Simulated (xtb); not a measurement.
xtb input (GFN1-xTB):

```bash
xtb mol.xyz --gfn 1 --sp --chrg 0 --uhf 0
```
mol.xyz:
```
13

C     -0.98678709    -1.03445055    -0.57141911
C      0.23494324    -0.12708349    -0.53220193
C      1.51139652    -0.86176702    -0.09731089
C      0.03264477     1.07922693     0.35474154
O     -0.96096491     1.32087294     0.98859726
H     -1.18955169    -1.44910212     0.41713847
H     -1.87546212    -0.48709159    -0.88436886
H     -0.82498958    -1.86191599    -1.26379133
H      0.42112651     0.28673450    -1.53365566
H      1.74532745    -1.66297410    -0.79889901
H      2.37033770    -0.18884560    -0.05706659
H      1.38122391    -1.30610074     0.89168198
H      0.90652256     1.76675683     0.39732543
```

End of the output:

```
         :::::::::::::::::::::::::::::::::::::::::::::::::::::
         ::                     SUMMARY                     ::
         :::::::::::::::::::::::::::::::::::::::::::::::::::::
         :: total energy             -17.457143373260 Eh    ::
         :: gradient norm              0.017955886656 Eh/a0 ::
         :: HOMO-LUMO gap              4.176548557286 eV    ::
         ::.................................................::
         :: SCC energy               -17.661646747013 Eh    ::
         :: -> electrostatic           0.046564745304 Eh    ::
         :: repulsion energy           0.208584340868 Eh    ::
         :: dispersion energy         -0.004080967115 Eh    ::
         :: halogen bond corr.         0.000000000000 Eh    ::
         :: add. restraining           0.000000000000 Eh    ::
         :: total charge               0.000000000000 e     ::
         :::::::::::::::::::::::::::::::::::::::::::::::::::::

           -------------------------------------------------
          |                Property Printout                |
           -------------------------------------------------

    * Orbital Energies and Occupations

         #    Occupation            Energy/Eh            Energy/eV
      -------------------------------------------------------------
         1        2.0000           -0.7949463             -21.6316
       ...           ...                  ...                  ...
         3        2.0000           -0.6534698             -17.7818
         4        2.0000           -0.6490346             -17.6611
         5        2.0000           -0.6199375             -16.8694
         6        2.0000           -0.6060548             -16.4916
         7        2.0000           -0.5864946             -15.9593
         8        2.0000           -0.5691546             -15.4875
         9        2.0000           -0.5568536             -15.1528
        10        2.0000           -0.5316015             -14.4656
        11        2.0000           -0.5244863             -14.2720
        12        2.0000           -0.5180663             -14.0973
        13        2.0000           -0.4984386             -13.5632
        14        2.0000           -0.4926741             -13.4063
        15        2.0000           -0.4446888             -12.1006 (HOMO)
        16                         -0.2912035              -7.9241 (LUMO)
Note: The following floating-point exceptions are signalling: IEEE_DENORMAL
normal termination of xtb
        17                         -0.1424643              -3.8767
        18                         -0.1341597              -3.6507
        19                         -0.1190412              -3.2393
        20                         -0.1099526              -2.9920
        21                         -0.0783800              -2.1328
        22                         -0.0745764              -2.0293
        23                         -0.0564078              -1.5349
        24                         -0.0534780              -1.4552
        25                          0.0684193               1.8618
        26                          0.0831785               2.2634
       ...                                ...                  ...
        36                          0.6778268              18.4446
      -------------------------------------------------------------
                  HL-Gap            0.1534853 Eh            4.1765 eV
             Fermi-level           -0.3679462 Eh          -10.0123 eV

  Mulliken/CM5 charges         n(s)   n(p)   n(d)
     1C    -0.08060 -0.22809   1.005  3.075  0.000
     2C    -0.03777 -0.10532   1.060  2.978  0.000
     3C    -0.08735 -0.23592   1.012  3.076  0.000
     4C     0.38724  0.37182   1.055  2.557  0.000
     5O    -0.46902 -0.52638   1.728  4.741  0.000
     6H     0.04270  0.09668   0.957  0.000  0.000
     7H     0.04637  0.10033   0.954  0.000  0.000
     8H     0.02973  0.08172   0.970  0.000  0.000
     9H     0.04292  0.10158   0.957  0.000  0.000
    10H     0.04019  0.09207   0.960  0.000  0.000
    11H     0.03344  0.08533   0.967  0.000  0.000
    12H     0.04095  0.09346   0.959  0.000  0.000
    13H     0.01120  0.07271   0.989  0.000  0.000

Wiberg/Mayer (AO) data.
largest (>0.10) Wiberg bond orders for each atom

 ---------------------------------------------------------------------------
     #   Z sym  total        # sym  WBO       # sym  WBO       # sym  WBO
 ---------------------------------------------------------------------------
     1   6 C    3.994 --     2 C    1.010     8 H    0.988     6 H    0.985
                             7 H    0.983
     2   6 C    3.994 --     1 C    1.010     4 C    0.990     3 C    0.986
                             9 H    0.946
     3   6 C    3.995 --    12 H    0.987    11 H    0.986     2 C    0.986
                            10 H    0.985
     4   6 C    3.843 --     5 O    1.857     2 C    0.990    13 H    0.941
     5   8 O    2.014 --     4 C    1.857
     6   1 H    1.003 --     1 C    0.985
     7   1 H    1.004 --     1 C    0.983
     8   1 H    1.004 --     1 C    0.988
     9   1 H    1.007 --     2 C    0.946
    10   1 H    1.003 --     3 C    0.985
    11   1 H    1.002 --     3 C    0.986
    12   1 H    1.002 --     3 C    0.987
    13   1 H    1.011 --     4 C    0.941
 ---------------------------------------------------------------------------

Topologies differ in total number of bonds
Writing topology from bond orders to xtbtopo.mol

 dipole moment from electron density (au)
     X       Y       Z
   1.1531  -0.4955  -0.8581  total (Debye):    3.864

           -------------------------------------------------
          | TOTAL ENERGY              -17.457143373260 Eh   |
          | GRADIENT NORM               0.017955886656 Eh/α |
          | HOMO-LUMO GAP               4.176548557286 eV   |
           -------------------------------------------------

------------------------------------------------------------------------
------------------------------------------------------------------------
 total:
 SCF:
```
